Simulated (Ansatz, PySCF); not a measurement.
The pair A = HF (SMILES F) (first 2 atoms), B = CH2O2 (SMILES O=CO); geometry from B3LYP-D3(BJ)/def2-TZVP.
(charge 0, multiplicity 1):
```xyz
7

F      0.390     0.001     0.462
H     -0.155    -0.473     1.095
O     -0.690    -0.784     2.617
C     -0.109    -0.034     3.375
O      0.792     0.867     3.027
H     -0.279    -0.032     4.455
H      0.920     0.837     2.052
```

Cores are frozen in the correlated methods. CBS: X⁻³ extrapolation of the correlation energy, Hartree–Fock from the larger set.

Programs: Ansatz (a program for electronic structure) with Gaussian orbitals; PySCF for the dispersion terms. Each number belongs to the level named beside it.

The monomers are drawn apart, rigid, along the line of their centres of mass. Counterpoise-corrected interaction energies (kcal/mol):

```tsv
level	R = 3.172 Å	R = 3.830 Å
PBE/def2-TZVPPD	-7.5705	-3.4224
PBE-D3(BJ)/def2-TZVPPD	-8.1170	-3.7462
wB97M-V/def2-TZVPPD	-7.8054	-3.5202
MP2/CBS(aug-cc-pVDZ, aug-cc-pVTZ) + ΔCCSD(T)/aug-cc-pVDZ	-7.4972	-3.4496
```

Problem. R is the distance of the centres of mass. Find the local exponent m of E ∝ R⁻ᵐ between the two points.

Solution. 
m = ln(E₁/E₂)/ln(R₂/R₁): PBE/def2-TZVPPD 4.2; PBE-D3(BJ)/def2-TZVPPD 4.1; wB97M-V/def2-TZVPPD 4.2; MP2/CBS(aug-cc-pVDZ, aug-cc-pVTZ) + ΔCCSD(T)/aug-cc-pVDZ 4.1. For scale, two fixed dipoles give m = 3, dipole and quadrupole 4, quadrupoles 5, and dispersion or dipole-induced dipole 6 at long range; at these distances several terms mix, and what is left of overlap and damping shifts m, so it need not match one of them.
